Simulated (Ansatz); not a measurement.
# A barrier at the coupled-cluster level

Start structure (SiNH6ClO, closed shell), relaxed at PBE0-D4/def2-TZVP:

```
atom    x (Å)    y (Å)    z (Å)
 Si1  -1.2504   0.0002  -0.2973
  N2  -0.4819  -0.9842   0.8451
  H3  -0.8589  -0.3944  -1.6657
  H4  -2.7118  -0.0472  -0.0778
 Cl5  -0.7425   2.0297  -0.1871
  H6   1.6422   1.0613  -0.1262
  O7   2.1099   0.2185  -0.1266
  H8  -0.8268  -1.0347   1.7898
  H9   0.5275  -1.0425   0.8016
 H10   2.5926   0.1931  -0.9557
```

The step: SiNH₄Cl ([NH2][SiH2][Cl]) + H₂O → SiH₃ClO ([OH][SiH2][Cl]) + NH₃ (still joined by a long Si–N bond); bonds formed: Si1–O7, N2–H6; bonds broken: H6–O7; bonds weakened to dative contacts: Si1–N2. Computed with Ansatz 0.2.0 (basis: def2-TZVPP and def2-QZVPP); correlated methods freeze the cores. Extrapolation: Hartree–Fock as exp(−7.88 √X), correlation as X^−2.97. Energies below are by CCSD(T) at an estimated basis limit (MP2 extrapolated from triple and quadruple zeta, plus CCSD(T) − MP2 in triple zeta).

Question: What are the electronic barrier and the energy of the step, from the start structure to the end structure? (To be estimated.)

Answer: Computed: Barrier 28.53 kcal/mol; step energy -11.28 kcal/mol (downhill); reverse barrier, their difference, 39.81 kcal/mol. Barrier and step energy count from the start structure, the reverse barrier from the end structure.

The saddle point: One imaginary mode of 1155i cm⁻¹.
```csv
pair,start (Å),saddle (Å),end (Å)
Si1–O7,3.37,1.96,1.66
N2–H6,3.10,1.27,1.01
Si1–N2,1.69,1.87,2.16
H6–O7,0.96,1.21,2.62
```

Zero-point energy (harmonic, PBE0-D4): ZPE is 43.43 kcal/mol at the start and 42.49 kcal/mol at the saddle, so the barrier goes from 28.53 to 27.59 kcal/mol.

The T1 diagnostic stays at or below 0.011.

The step is the kind of ligand exchange by which a precursor binds to a hydroxyl group, or is hydrolysed, in atomic layer deposition of oxides.

Labels in which every atom is bracketed show which atoms are joined, not bond orders.

For scale, one of the runs: CCSD(T)/def2-TZVPP, 230 basis functions, launched by `ansatz run in.yaml --threads 4 --pin off --events-out ev --progress --plain --max-ram 9574MiB`. The run took 25 s on 4 CPU threads of an AMD EPYC 9R45 (shared host), with 3.9 GiB of host memory at its peak.
